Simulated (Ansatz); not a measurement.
Start from `C[NH][In]([F])[F]` and change one atom or group to get `[CH3][In]([F])[F]`.

Ansatz, PBE0-D4/def2-TZVP geometries, multiplicity 1. Each molecule was computed in one conformer, which needn't be the lowest.

Elements past krypton have def2 core potentials.

| property | `C[NH][In]([F])[F]` |
| --- | --- |
| LUMO energy (ωB97M-V/def2-TZVPP) / eV | -0.26 |
| HOMO–LUMO gap (PBE0/def2-TZVPP) / eV | 5.26 |
| HOMO–LUMO gap (B3LYP/def2-TZVPP) / eV | 4.70 |
| HOMO–LUMO gap (PBE/def2-TZVPP) / eV | 3.00 |
| size of the dipole moment (PBE/def2-TZVPP) / D | 4.04 |
| size of the dipole moment (ωB97M-V/def2-TZVPP) / D | 3.98 |

Question: Give the same properties after the change, and the shifts. (Estimate.)

Answer: Ansatz gave: 
```tsv
property	`[CH3][In]([F])[F]`	shift
LUMO energy (ωB97M-V/def2-TZVPP) / eV	0.14	0.40
HOMO–LUMO gap (PBE0/def2-TZVPP) / eV	7.55	2.29
HOMO–LUMO gap (B3LYP/def2-TZVPP) / eV	6.95	2.25
HOMO–LUMO gap (PBE/def2-TZVPP) / eV	5.15	2.15
size of the dipole moment (PBE/def2-TZVPP) / D	4.45	0.41
size of the dipole moment (ωB97M-V/def2-TZVPP) / D	4.55	0.57
```

With PBE0 the HOMO falls by 1.79 eV and the LUMO rises by 0.50 eV, so the gap widens by about 2.29 eV. PBE moves the HOMO by -1.64 eV and ωB97M-V by -1.72 eV. Dipoles are sizes alone; their direction can turn.

B3LYP here is the variant with VWN-RPA as its local correlation; programs differ in this.
